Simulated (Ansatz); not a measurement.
`N[Si](O)(O)F` → `NO` + `O[Si]F`  (silylene formation by 1,1-elimination)

Gas-phase electronic energies from Ansatz, PBE0-D4/def2-TZVP geometries. CCSD(T)/CBS adds triple-zeta CCSD(T) − MP2 to the extrapolated MP2 energy (def2 sets, frozen cores). This one scheme is used for every species. Functionals use def2-TZVPP. B3LYP here is the variant with VWN-RPA as its local correlation; programs differ in this. HSE06 is defined as in plane-wave codes. Each species was taken in one conformer, which may not be the lowest.

| level | ΔE (kJ/mol) | difference from CCSD(T)/CBS |
| --- | --- | --- |
| LDA (SPW92) | 562.6 | -7.1 |
| PBE-D4 | 522.1 | -47.6 |
| revPBE-D4 | 518.1 | -51.6 |
| BLYP-D4 | 513.0 | -56.7 |
| r2SCAN-D4 | 576.8 | 7.1 |
| B97M-V | 562.2 | -7.5 |
| PBE0-D4 | 556.6 | -13.1 |
| B3LYP-D4 | 544.3 | -25.4 |
| r2SCANh-D4 | 583.7 | 14.0 |
| HSE06-D4 | 556.0 | -13.7 |
| BHLYP-D4 | 581.4 | 11.7 |
| CAM-B3LYP-D4 | 560.3 | -9.4 |
| ωB97X-V | 557.5 | -12.2 |
| ωB97M-V | 549.3 | -20.4 |
| B2PLYP | 554.0 | -15.7 |
| revPBE | 492.2 | -77.5 |
| BLYP | 492.9 | -76.8 |
| r2SCAN | 574.5 | 4.8 |
| PBE0 | 548.8 | -20.9 |
| B3LYP | 529.5 | -40.2 |
| r2SCANh | 581.3 | 11.6 |
| HSE06 | 548.7 | -21.0 |
| BHLYP | 570.3 | 0.6 |
| CAM-B3LYP | 552.4 | -17.3 |
| LC-ωPBE | 567.3 | -2.4 |
| RPA@PBE/def2-TZVPP | 523.9 | -45.8 |
| HF/def2-SVP | 552.6 | -17.1 |
| MP2/def2-SVP | 549.7 | -20.0 |
| CCSD/def2-SVP | 520.0 | -49.7 |
| CCSD(T)/def2-SVP | 514.8 | -54.9 |
| HF/def2-TZVPP | 582.9 | 13.2 |
| SCS-MP2/def2-TZVPP | 571.8 | 2.1 |
| CCSD/def2-TZVPP | 564.5 | -5.2 |
| CCSD(T)/def2-TZVPP | 560.4 | -9.3 |
| HF/def2-QZVPP | 584.9 | 15.2 |
| MP2/def2-QZVPP | 595.1 | 25.4 |
| SCS-MP2/def2-QZVPP | 578.8 | 9.1 |
| HF/CBS(def2) | 585.2 | 15.5 |
| MP2/CBS(def2) | 598.4 | 28.7 |
| CCSD/CBS(def2) | 573.8 | 4.1 |
| CCSD(T)/CBS | 569.7 | 0 |

Largest T1 diagnostic among the species: 0.015.

From PBE to PBE0 (25 % exact exchange), in def2-TZVPP and without D4, ΔE moves by +35.9 kJ/mol. The D4 term adds +14.8 kJ/mol with B3LYP and +7.8 kJ/mol with PBE0; it sums over pairs of atoms, weighted by their polarisabilities, and B3LYP, whose exchange is more repulsive, gets the larger term.
